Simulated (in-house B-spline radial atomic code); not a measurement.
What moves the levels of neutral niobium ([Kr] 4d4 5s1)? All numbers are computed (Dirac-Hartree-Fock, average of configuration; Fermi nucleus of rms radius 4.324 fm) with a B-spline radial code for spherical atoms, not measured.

Baseline run (computed): total energy -3818.1492 hartree, 1s1/2 at -701.9244 hartree, 5s1/2 at -5.5929 eV with <r> = 4.051 bohr.

Scaling the speed of light c (a factor of 100 is close to the non-relativistic limit):

| c/c0 | ΔE (hartree) | 5s1/2 level (eV) | 5s1/2 <r> (bohr) |
| --- | --- | --- | --- |
| 0.9 | -16.037 | -5.66875 | 4.013 |
| 0.98 | -2.7937 | -5.60599 | 4.044 |
| 1.02 | 2.6213 | -5.5807 | 4.057 |
| 1.5 | 36.639 | -5.4267 | 4.139 |
| 100 | 64.679 | -5.30596 | 4.207 |

Changing the nucleus:

```json
{"nucleus": "Gaussian nucleus of rms radius 4.324 fm", "ΔE (eV)": "-0.00287"}
{"nucleus": "uniform spherical nucleus of rms radius 4.324 fm", "ΔE (eV)": "0.00133"}
{"nucleus": "Gaussian nucleus of rms radius 0.01 fm", "ΔE (eV)": "-1.32"}
{"nucleus": "Fermi nucleus of rms radius 4.2375 fm", "ΔE (eV)": "-0.0499"}
{"nucleus": "Fermi nucleus of rms radius 4.4105 fm", "ΔE (eV)": "0.0508"}
```

A larger nucleus binds the electrons less, roughly as the density at the nucleus times the change of the nuclear <r²>. At equal rms radius the shape enters only through higher moments. A radius of 0.01 fm is nearly a point.

**Question.** The nuclear charge is raised by 0.1. What does the Hellmann-Feynman theorem predict for the energy, and what is found?

**Answer.** dE/dZ ≈ -Σ<1/r>, which is -224.988 at the start and -225.745 at the end; their mean times 0.1 is -22.537 hartree, and the two runs differ by -22.537 hartree.
